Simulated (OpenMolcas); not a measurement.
## Worked example: vertical energy of the triplet above the singlet of C6H5F (fluorobenzene)

The species is C6H5F (12 atoms), meant as a singlet with charge 0. As SMILES, `Fc1ccccc1`. The coordinates come from a GFN2-xTB relaxation.

Both states at this one shape; open shells run unrestricted unless said. 1 Eh = 27.2114 eV.

| level | program | singlet C6H5F (Eh) | triplet C6H5F (Eh) |
| --- | --- | --- | --- |
| CCSD(T)/3-21G, open shells restricted, 7 core orbitals frozen | OpenMolcas | -328.435151 | -328.263288 |
| CCSD(T)/6-31G, open shells restricted, 7 core orbitals frozen | OpenMolcas | -330.140176 | -329.970498 |

Question: Work out the vertical gap, second state less first, at each level.

Answer: 
1. CCSD(T)/3-21G, open shells restricted: -328.263288 − (-328.435151) = 0.171863 Eh = 4.68 eV.
2. CCSD(T)/6-31G, open shells restricted: -329.970498 − (-330.140176) = 0.169678 Eh = 4.62 eV.

No measured value is set beside it here; the levels span 4.62 to 4.68 eV.
